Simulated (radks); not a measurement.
Q: The mean radii <r> (bohr) of the occupied orbitals of an atom or ion are listed with their occupations. Calculated with a radial shooting solver on a logarithmic mesh with Libxc functionals: Dirac Kohn-Sham, exchange-only PBE, spin-unpolarised, spherical densities, finite nucleus; Fermi nuclear charge, rms radius of each element as measured or else 0.836 A^(1/3) + 0.57 fm.

| orbital | occ. | <r> |
|---|---|---|
| 1s1/2 | 2 | 0.02409 |
| 2s1/2 | 2 | 0.1019 |
| 2p1/2 | 2 | 0.08542 |
| 2p3/2 | 4 | 0.09158 |
| 3s1/2 | 2 | 0.2554 |
| 3p1/2 | 2 | 0.2431 |
| 3p3/2 | 4 | 0.2531 |
| 3d3/2 | 3 | 0.2209 |

Name the element and its charge. Open shells, if any, fill j = l - 1/2 first.

A: Z = 59, praseodymium, charge +38: Pr38+ in [Ar] 3d3. The 1s radius gives Z: for a bare nucleus <r> = (2 gamma + 1)/(2Z) with gamma = sqrt(1 - (Z/c)^2), 0.02377 bohr for Z = 59, and screening makes it slightly larger (0.02409 here). The occupations add up to 21, and the charge is Z minus that.
